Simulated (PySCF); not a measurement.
Method: B3LYP-D3(BJ)/def2-TZVP (PySCF). All species are isolated molecules in the gas phase. One relaxed conformer stands for a flexible species; it need not be the lowest. B3LYP has the VWN-RPA correlation part, as in Gaussian. 

Reference species (SMILES): `C([SiH3])[SiH2][SiH3]` (Si–C–Si–Si torsion 56°) (neutral, multiplicity 1).

The HOMO comes out as -7.90 eV and the LUMO is -0.29 eV.

Changed species: `C[SiH2][SiH2][SiH3]` (C–Si–Si–Si torsion 59°).

Problem. Predict the effect on the HOMO and LUMO.

Solution. the HOMO increases by 0.33 eV, to -7.57 eV; the LUMO drops by 0.03 eV, to -0.32 eV.
